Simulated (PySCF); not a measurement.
Energy of Zn (zinc, neutral) between two integer charges

The 4s beta orbital of [Ar] 3d10 4s2 is emptied in steps (occupation f), with all orbitals relaxed, ending at [Ar] 3d10 4s1. Computed with PySCF 2.14 in aug-pcseg-2, with no relativity, point nucleus. The exact energy is a straight line in f; departures are measured from the line between the end points of the same method.

```
  f  PBE0 (eV)  r2SCAN (eV)  LC-wPBE (eV)
  1      0.000        0.000         0.000
0.9     -0.228       -0.281        -0.002
0.7     -0.534       -0.652        -0.003
0.5     -0.639       -0.772        -0.005
0.3     -0.539       -0.647        -0.009
0.1     -0.230       -0.278        -0.006
  0      0.000        0.000         0.000
```

```tsv
method	E(f=0) − E(f=1) (eV)	−ε at f=1 (eV)	−ε at f=0.5 (eV)
PBE0	9.078	6.555	9.065
r2SCAN	9.201	6.076	9.218
LC-wPBE	8.926	8.910	8.911
```

Orbital energy along the path (eV):

```json
{"f": "1", "PBE0": "-6.555", "r2SCAN": "-6.076", "LC-wPBE": "-8.910"}
{"f": "0.9", "PBE0": "-7.048", "r2SCAN": "-6.711", "LC-wPBE": "-8.915"}
{"f": "0.7", "PBE0": "-8.048", "r2SCAN": "-7.977", "LC-wPBE": "-8.919"}
{"f": "0.5", "PBE0": "-9.065", "r2SCAN": "-9.218", "LC-wPBE": "-8.911"}
{"f": "0.3", "PBE0": "-10.098", "r2SCAN": "-10.428", "LC-wPBE": "-8.915"}
{"f": "0.1", "PBE0": "-11.137", "r2SCAN": "-11.673", "LC-wPBE": "-8.969"}
{"f": "0", "PBE0": "-11.611", "r2SCAN": "-12.273", "LC-wPBE": "-9.006"}
```

Reference removal energy between the ground levels: 9.394 eV (measured; NIST Atomic Spectra Database, ionization energies).
